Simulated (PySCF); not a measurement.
## Orbital picture of BeAs⁻

MN15 at R = 2.070 Å; basis Be aug-cc-pVDZ-DK, As aug-cc-pVDZ-DK; spin-free X2C with a Gaussian nucleus; PySCF 2.14. State: ³Π (triplet), unpaired electrons σ ↑, π ↑. Only the outer orbitals are listed, counted within each symmetry.

```csv
spin,orbital,occ.,ε (eV),on Be (%),main shells (%)
α,8σ,1,-11.22,16,"84 As s, 9 Be s"
α,9σ,1,-3.20,45,"50 As p, 43 Be s"
α,4π,1,-1.93,14,"86 As p, 13 Be p"
α,4π,1,-1.12,21,"79 As p, 19 Be p"
α,10σ,1,-0.56,84,"44 Be p, 40 Be s, 11 As p"
α,11σ,0,2.68,102,100 Be p
β,8σ,1,-10.21,19,"82 As s, 11 Be s"
β,9σ,1,-2.42,47,"48 As p, 43 Be s"
β,4π,1,-0.73,18,"82 As p, 16 Be p"
β,4π,0,2.12,37,"64 As p, 33 Be p"
β,10σ,0,2.66,94,"65 Be s, 27 Be p"
```

Which are the highest filled and the lowest empty level, where do they sit, and how wide is the gap?

Highest filled α 10σ at -0.56 eV (in %: 44 Be p, 40 Be s, 11 As p); lowest empty β 4π at 2.12 eV (in %: 64 As p, 33 Be p); the gap at MN15 is 2.68 eV. An empty level above zero is unbound, and its energy depends on the basis.

```json
{
  "bond order (Mayer)": "1.86",
  "⟨S²⟩": "2.007",
  "charge on Be (Mulliken, basis-dependent)": "-0.66",
  "charge on Be (Löwdin, basis-dependent)": "-0.54",
  "dipole moment (positive dipole points towards As; it is taken about the centre of mass and depends on that origin)": "2.63 D"
}
```

Shares are Mulliken populations and can fall outside 0 to 100 %.

Spin–orbit coupling is left out. The state is the lowest determinant that a PBE0 search found; another state may lie lower at other levels.
